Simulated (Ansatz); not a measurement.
`CCC(C)CC` + HBr → `CCC(C)Br` + `CC`  (substitution at a C–C bond)

Isolated molecules relaxed with PBE0-D4/def2-TZVP in Ansatz; ΔE leaves out vibrations. CCSD(T)/CBS is the MP2 limit (def2-TZVPP, def2-QZVPP) plus CCSD(T) − MP2 in def2-TZVPP, frozen cores. This one scheme is used for every species. DFT in def2-TZVPP. B3LYP here is the variant with VWN-RPA as its local correlation; programs differ in this. For Br outer-core shells are correlated without core-valence functions, which leaves a few kJ/mol of doubt a bond. Scalar relativity is left out up to krypton. One conformer a species, not always the lowest.

| level | ΔE (kJ/mol) | difference from CCSD(T)/CBS |
| --- | --- | --- |
| r2SCAN-D4 | -9.8 | -3.6 |
| PBE0-D4 | -6.6 | -0.4 |
| B3LYP-D4 | -10.3 | -4.1 |
| ωB97X-V | -4.7 | 1.5 |
| ωB97M-V | -4.7 | 1.5 |
| B2PLYP | -12.8 | -6.6 |
| PBE | -14.8 | -8.6 |
| r2SCAN | -11.9 | -5.7 |
| PBE0 | -10.6 | -4.4 |
| HF/def2-TZVPP | -13.7 | -7.5 |
| SCS-MP2/def2-TZVPP | -8.3 | -2.1 |
| CCSD/def2-TZVPP | -3.2 | 3.0 |
| HF/def2-QZVPP | -13.0 | -6.8 |
| HF/CBS(def2) | -12.9 | -6.7 |
| MP2/CBS(def2) | -9.4 | -3.2 |
| CCSD/CBS(def2) | -5.8 | 0.4 |
| CCSD(T)/CBS | -6.2 | 0 |

Largest T1 diagnostic among the species: 0.008.

The D4 term adds +6.1 kJ/mol with B3LYP and +4.0 kJ/mol with PBE0; it sums over pairs of atoms, weighted by their polarisabilities, and B3LYP, whose exchange is more repulsive, gets the larger term. From PBE to PBE0 (25 % exact exchange), in def2-TZVPP and without D4, ΔE moves by +4.2 kJ/mol.
